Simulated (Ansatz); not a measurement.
Stretching the Se1–Se2 bond in Se2 (multiplicity 3 held). Energies count from the point at 2.188 Å.


R- and RO- levels are restricted; in cc, def2 and unpolarised 6-31G sets they are followed outwards from rest. U- levels take the lowest unrestricted solution at each point, which mixes spins at long bonds. Active spaces are followed from rest. Curves can end on different states.

Cores are frozen in the correlated methods. Filled d and f shells under p-block atoms count as core.

Programs: Ansatz (Gaussian orbitals). Each number belongs to the level named beside it.

Energies in eV.

| R (Å) | RO-r2SCAN/cc-pVTZ | RO-B3LYP/cc-pVTZ | U-MP2/cc-pVTZ | FIC-MRCISD+Q on CASSCF(12,8)/cc-pVTZ |
|---|---|---|---|---|
| 1.751 | 4.02 | 4.19 | 4.20 | 4.37 |
| 1.969 | 0.65 | 0.73 | 0.66 | 0.78 |
| 2.188 | 0.00 | 0.00 | 0.00 | 0.00 |
| 2.407 | 0.44 | 0.38 | 0.88 | 0.34 |
| 2.626 | 1.25 | 1.15 | 1.81 | 1.04 |
| 2.954 | 2.53 | 2.39 | 3.17 | 2.10 |
| 3.282 | 3.60 | 3.45 | 3.63 | 2.86 |
| 3.829 | 4.78 | 4.67 | 3.86 | 3.19 |
| 4.376 | 5.41 | 5.37 | 3.91 | 3.24 |
| 5.033 | 5.76 | 5.80 | 3.92 | 3.24 |
| 5.908 | 5.93 | 6.07 | 3.93 | 3.25 |
| 7.002 | 5.98 | 6.20 | 3.94 | 3.25 |
| 8.753 | 5.99 | 6.30 | 3.94 | 3.25 |

Doubts at one or more of the structures used: a restricted determinant that unrestricted orbitals would lower (RO-r2SCAN/cc-pVTZ, RO-B3LYP/cc-pVTZ); a spin-contaminated determinant (U-MP2/cc-pVTZ).

Ansatz is a quantum-chemistry and plane-wave program.
